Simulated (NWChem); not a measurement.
System: SiH2OF2; SMILES [SiH](O)(F)F

Here is an NWChem input.

```
start job
memory heap 200 mb stack 900 mb global 1100 mb
geometry units angstroms noautosym nocenter noautoz
  Si     0.000515     0.024468    -0.341140
  O      0.006326     1.558553     0.213285
  F      1.274858    -0.790331     0.211150
  F     -1.281573    -0.779212     0.209632
  H      0.002088     0.047255    -1.807988
  H     -0.001338     1.722747     1.161207
end
basis spherical
  Si library 6-31+g*
  O library 6-31+g*
  F library 6-31+g*
  H library 6-31+g*
end
dft
  xc xcamb88 1.00 lyp 1.0 hfexch 1.00
  cam 0.33 cam_alpha 0.0 cam_beta 1.0
  iterations 150
end
property
  response 1 0.0
end
task dft property
```

Parts of the log:

```
             Northwest Computational Chemistry Package (NWChem) 7.3.0
             --------------------------------------------------------

                             Geometry "geometry" -> ""
                             -------------------------

 Output coordinates in angstroms (scale by  1.889725989 to convert to a.u.)

  No.       Tag          Charge          X              Y              Z
 ---- ---------------- ---------- -------------- -------------- --------------
    1 Si                  14.0000     0.00051500     0.02446800    -0.34114000
    2 O                    8.0000     0.00632600     1.55855300     0.21328500
    3 F                    9.0000     1.27485800    -0.79033100     0.21115000
    4 F                    9.0000    -1.28157300    -0.77921200     0.20963200
    5 H                    1.0000     0.00208800     0.04725500    -1.80798800
    6 H                    1.0000    -0.00133800     1.72274700     1.16120700

 Effective nuclear repulsion energy (a.u.)     185.9840114721

                              NWChem Property Module
                              ----------------------

                                 NWChem DFT Module
                                 -----------------

 Summary of "ao basis" -> "ao basis" (spherical)
 ------------------------------------------------------------------------------
       Tag                 Description            Shells   Functions and Types
 ---------------- ------------------------------  ------  ---------------------
 Si                         6-31+g*                 10       22   5s4p1d
 O                          6-31+g*                  8       18   4s3p1d
 F                          6-31+g*                  8       18   4s3p1d
 H                          6-31+g*                  2        2   2s

            General Information
            -------------------
          SCF calculation type: DFT
          Wavefunction type:  closed shell.
          No. of atoms     :     6
          No. of electrons :    42
           Alpha electrons :    21
            Beta electrons :    21
          Charge           :     0
          Spin multiplicity:     1
          Use of symmetry is: off; symmetry adaption is: off
          Maximum number of iterations: 150
          AO basis - number of functions:    80
                     number of shells:    38
          Convergence on energy requested:  1.00D-06
          Convergence on density requested:  1.00D-05
          Convergence on gradient requested:  5.00D-04

              XC Information
              --------------
                     Hartree-Fock (Exact) Exchange  1.000
                   CAM-Becke88 Exchange Functional  1.000
              Lee-Yang-Parr Correlation Functional  1.000

           Range-Separation Parameters
           ---------------------------
           Alpha           :  0.00
           Beta            :  1.00
           Gamma           :  0.33
           Short-Range HF  :     F

             Grid Information
             ----------------
          Grid used for XC integration:  medium
          Radial quadrature: Mura-Knowles
          Angular quadrature: Lebedev.
          Tag              B.-S. Rad. Rad. Pts. Rad. Cut. Ang. Pts.
          ---              ---------- --------- --------- ---------
          Si                  1.10       88           9.0       590
          O                   0.60       49          10.0       434
          F                   0.50       49          10.0       434
          H                   0.35       45          10.0       434
          Grid pruning is: on
          Number of quadrature shells:   325
          Spatial weights used:  Erf1

      Superposition of Atomic Density Guess
      -------------------------------------

 Sum of atomic energies:        -563.32749651

      Non-variational initial energy
      ------------------------------

 Total energy =    -564.147493
 1-e energy   =   -1152.475474
 2-e energy   =     402.343970
 HOMO         =      -0.487362
 LUMO         =       0.023415

   convergence    iter        energy       DeltaE   RMS-Dens  Diis-err
 ---------------- ----- ----------------- --------- --------- ---------
 d= 0,ls=0.0,diis     1   -565.0279931593 -7.51D+02  1.69D-02  1.19D+00
 d= 0,ls=0.0,diis     2   -565.0507583104 -2.28D-02  6.23D-03  1.28D+00
 d= 0,ls=0.0,diis     3   -565.1470833074 -9.63D-02  9.20D-04  1.06D-02
 d= 0,ls=0.0,diis     4   -565.1480814779 -9.98D-04  2.87D-04  7.71D-04
 d= 0,ls=0.0,diis     5   -565.1481391141 -5.76D-05  9.37D-05  1.81D-04
  Resetting Diis
 d= 0,ls=0.0,diis     6   -565.1481551599 -1.60D-05  3.74D-05  7.31D-06
 d= 0,ls=0.0,diis     7   -565.1481562990 -1.14D-06  8.32D-06  1.31D-07
 d= 0,ls=0.0,diis     8   -565.1481563315 -3.26D-08  2.13D-06  5.07D-08

         Total DFT energy =     -565.148156331514
      One electron energy =    -1154.256783988562
           Coulomb energy =      453.737089457292
    Exchange-Corr. energy =      -50.612473272385
 Nuclear repulsion energy =      185.984011472141

 Numeric. integr. density =       41.999998095884

                       DFT Final Molecular Orbital Analysis
                       ------------------------------------

 Vector   19  Occ=2.000000D+00  E=-4.990622D-01
              MO Center=  1.5D-03,  1.0D+00, -2.2D-02, r^2= 2.3D+00
   Bfn.  Coefficient  Atom+Function         Bfn.  Coefficient  Atom+Function
  ----- ------------  ---------------      ----- ------------  ---------------
    26      0.422176  2 O  py                27     -0.284447  2 O  pz
    30      0.250463  2 O  py                28      0.202578  2 O  s
    31     -0.191315  2 O  pz                62      0.190489  4 F  py
    44      0.187013  3 F  py                10     -0.164383  1 Si s
    78     -0.152131  5 H  s                  6     -0.139369  1 Si s

 Vector   20  Occ=2.000000D+00  E=-4.912190D-01
              MO Center=  2.4D-03,  2.8D-02, -6.9D-01, r^2= 2.6D+00
   Bfn.  Coefficient  Atom+Function         Bfn.  Coefficient  Atom+Function
  ----- ------------  ---------------      ----- ------------  ---------------
    10      0.309994  1 Si s                 45      0.280844  3 F  pz
    63      0.279949  4 F  pz                 9     -0.276176  1 Si pz
    78      0.268049  5 H  s                 26      0.256280  2 O  py
    77      0.249957  5 H  s                 49      0.185590  3 F  pz
    67      0.184988  4 F  pz                32     -0.162722  2 O  s

 Vector   21  Occ=2.000000D+00  E=-4.697894D-01
              MO Center=  5.9D-03,  1.2D+00,  2.1D-01, r^2= 1.6D+00
   Bfn.  Coefficient  Atom+Function         Bfn.  Coefficient  Atom+Function
  ----- ------------  ---------------      ----- ------------  ---------------
    25      0.590496  2 O  px                29      0.402221  2 O  px
    44     -0.188476  3 F  py                62      0.187329  4 F  py
    48     -0.125787  3 F  py                66      0.125104  4 F  py
    33      0.094617  2 O  px                 7      0.058972  1 Si px
    18      0.058865  1 Si d -2              43     -0.031140  3 F  px

 Vector   22  Occ=0.000000D+00  E= 3.510040D-02
              MO Center= -6.4D-03,  9.5D-01,  1.3D+00, r^2= 7.9D+00
   Bfn.  Coefficient  Atom+Function         Bfn.  Coefficient  Atom+Function
  ----- ------------  ---------------      ----- ------------  ---------------
    14      1.460803  1 Si s                 32     -0.881923  2 O  s
    17      0.771226  1 Si pz                16      0.412996  1 Si py
    12      0.303649  1 Si py                80      0.298952  6 H  s
    28     -0.264096  2 O  s                 78     -0.154804  5 H  s
    31     -0.148524  2 O  pz                 6      0.147347  1 Si s

 Vector   23  Occ=0.000000D+00  E= 6.102110D-02
              MO Center= -3.6D-02, -1.8D+00, -9.7D-01, r^2= 8.7D+00
   Bfn.  Coefficient  Atom+Function         Bfn.  Coefficient  Atom+Function
  ----- ------------  ---------------      ----- ------------  ---------------
    14      1.225916  1 Si s                 16     -1.080224  1 Si py
    10     -1.029137  1 Si s                 32      0.397977  2 O  s
    17     -0.277741  1 Si pz                13      0.261505  1 Si pz
    52      0.166499  3 F  py                70      0.165808  4 F  py
     8     -0.162006  1 Si py                68     -0.160052  4 F  s

 Vector   24  Occ=0.000000D+00  E= 6.248592D-02
              MO Center=  3.0D-02,  1.2D-01, -7.1D-01, r^2= 1.3D+01
   Bfn.  Coefficient  Atom+Function         Bfn.  Coefficient  Atom+Function
  ----- ------------  ---------------      ----- ------------  ---------------
    15      1.386373  1 Si px                50     -0.230515  3 F  s
    68      0.225947  4 F  s                 33     -0.221453  2 O  px
     7      0.178631  1 Si px                51     -0.169244  3 F  px
    69     -0.167410  4 F  px                25     -0.125031  2 O  px
    46     -0.091450  3 F  s                 64      0.087681  4 F  s

     Multipole analysis of the density
     ---------------------------------

     L   x y z        total         alpha         beta         nuclear
     -   - - -        -----         -----         ----         -------
     0   0 0 0     -0.000000    -21.000000    -21.000000     42.000000

     1   1 0 0     -0.003954     -0.000213     -0.000213     -0.003528
     1   0 1 0      0.422520     -0.218738     -0.218738      0.859997
     1   0 0 1      0.143784      0.005206      0.005206      0.133371

     2   2 0 0    -24.256248    -64.639840    -64.639840    105.023432
     2   1 1 0     -0.017346     -0.002175     -0.002175     -0.012996
     2   1 0 1     -0.009300     -0.018494     -0.018494      0.027688
     2   0 2 0    -23.127058    -71.374073    -71.374073    119.621089
     2   0 1 1      2.852192     -1.226247     -1.226247      5.304686
     2   0 0 2    -18.505584    -22.478561    -22.478561     26.451539

 *** CALLING NEW AORESP DRIVER FOR CLOSED AND OPEN SHELLS ***
 Entering AOResponse driver routine

--------------------------------------------------------------------------------

          -----------------------------------------------
          Solving response equations for perturbing field
          -----------------------------------------------

 number of frequencies:     1
 frequency in a.u.:  0.0000000E+00
 Perturbing field: electric
 Using El. Dipole Length Gauge

 Setting up CPKS with frequency omega =      0.00000000 a.u.

 STATIC response

                                NWChem CPHF Module
                                ------------------

  scftype          =     RHF
  nclosed          =       21
  nopen            =        0
  variables        =     1239
  # of vectors     =        3
  tolerance        = 0.10D-03
  level shift      = 0.00D+00
  max iterations   =       50
  max subspace     =       30

 SCF residual:    1.6857042947013138E-004

Iterative solution of linear equations
  No. of variables     1239
  No. of equations        3
  Maximum subspace       30
        Iterations       50
       Convergence  1.0D-04

   iter   nsub   residual    time
   ----  ------  --------  ---------
     1      3    1.03D+00      18.8
     2      6    1.42D+00      21.5
     3      9    2.77D-01      24.3
     4     12    2.55D-02      27.1
     5     15    3.74D-03      29.9
     6     18    8.21D-04      32.7
     7     21    1.47D-04      35.5
     8     24    1.62D-05      38.2

 Electric Dipole Response Matrix (nonzero elements):

              1        2        3
    1   25.0024   0.0032  -0.0041
    2    0.0032  27.2526   0.8887
    3   -0.0041   0.8887  26.5630

 ------------------------------------------
 average:        26.27267 + I       0.00000

 DFT Linear Response polarizability / au
 Frequency  =       0.0000000 / au
              X              Y              Z
 -----------------------------------------------
 X      25.0023935      0.0032251     -0.0041473
 Y       0.0032251     27.2526381      0.8886811
 Z      -0.0041472      0.8886784     26.5629866
 -----------------------------------------------
 Eigenvalues =      25.0023646     27.8610484     25.9546053
 Isotropic   =      26.2726727
 Anisotropic =       2.5212458
 -----------------------------------------------

 Magnetic Dipole Response Matrix (nonzero elements):

 Exiting AOResponse driver routine
```

Level: LC-BLYP (range parameter 0.33 per bohr)/6-31+G* (spherical d). Structure relaxed at the PBE0/def2-SVP level.
